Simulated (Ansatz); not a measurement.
`C[N](C)[Mg][SH]` and `CN(C)P` differ in one atom or group.

Ansatz, PBE0-D4/def2-TZVP geometries, multiplicity 1. Each molecule was computed in one conformer, which needn't be the lowest.

| property | `C[N](C)[Mg][SH]` |
| --- | --- |
| size of the dipole moment (ωB97M-V/def2-TZVPP) / D | 1.39 |
| HOMO energy (PBE0/def2-TZVPP) / eV | -5.62 |
| HOMO energy (B3LYP/def2-TZVPP) / eV | -5.44 |
| zero-point energy (PBE0-D4/def2-TZVP) / kJ/mol | 235.4 |
| LUMO energy (B3LYP/def2-TZVPP) / eV | -1.43 |
| size of the dipole moment (B3LYP/def2-TZVPP) / D | 1.34 |

What does the change do to each property? (Estimate.)

Ansatz gave: 
| property | `CN(C)P` | shift |
| --- | --- | --- |
| size of the dipole moment (ωB97M-V/def2-TZVPP) / D | 1.30 | -0.09 |
| HOMO energy (PBE0/def2-TZVPP) / eV | -6.57 | -0.95 |
| HOMO energy (B3LYP/def2-TZVPP) / eV | -6.37 | -0.93 |
| zero-point energy (PBE0-D4/def2-TZVP) / kJ/mol | 263.2 | 27.8 |
| LUMO energy (B3LYP/def2-TZVPP) / eV | 0.16 | 1.59 |
| size of the dipole moment (B3LYP/def2-TZVPP) / D | 1.31 | -0.03 |

With PBE0 the HOMO falls by 0.95 eV and the LUMO rises by 1.58 eV, so the gap widens by about 2.53 eV. PBE moves the HOMO by -0.86 eV and ωB97M-V by -0.92 eV. Dipoles are sizes alone; their direction can turn.

B3LYP here is the variant with VWN-RPA as its local correlation; programs differ in this.
